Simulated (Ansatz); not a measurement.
Stepwise reaction of `CC(C)[Si](F)(F)C(C)C` with hydrogen, as a gas-phase model of exchange steps in deposition or etching. ΔE in kJ/mol.

Gas-phase electronic energies from Ansatz, PBE0-D4/def2-TZVP geometries. CCSD(T)/CBS is the MP2 limit (def2-TZVPP, def2-QZVPP) plus CCSD(T) − MP2 in def2-TZVPP, frozen cores. This one scheme is used for every species. DFT in def2-TZVPP. B3LYP here is the variant with VWN-RPA as its local correlation; programs differ in this. Each species was taken in one conformer, which may not be the lowest.

```json
{"step": "2", "reaction": "`CC(C)[SiH](F)F` + H₂ → `F[SiH2]F` + `CCC`", "PBE-D4": "-12.3", "B3LYP-D4": "-18.5", "ωB97M-V": "-15.4", "CCSD(T)/CBS": "-17.8"}
```

Problem. Give the row of step 1, `CC(C)[Si](F)(F)C(C)C` + H₂ → `CC(C)[SiH](F)F` + `CCC`. (Best estimate.)

Solution. Computed: 
```csv
step,reaction,PBE-D4,B3LYP-D4,ωB97M-V,CCSD(T)/CBS
1,`CC(C)[Si](F)(F)C(C)C` + H₂ → `CC(C)[SiH](F)F` + `CCC`,-14.9,-19.5,-16.7,-18.4
```

Problem. By hand: ΔE of the 2 steps together at CCSD(T)/CBS.

Solution. (-18.4) + (-17.8) = -36.2 kJ/mol, or -18.1 kJ/mol a step.

In ΔE the steps differ by no more than 0.6 kJ/mol. All are downhill at CCSD(T)/CBS. PBE-D4 differs from CCSD(T)/CBS by 3.5 to 5.5 kJ/mol a step. Only this route is followed, and other bonds may react first. Isolated molecules leave out the surface, adducts and barriers. Largest T1 diagnostic: 0.012.
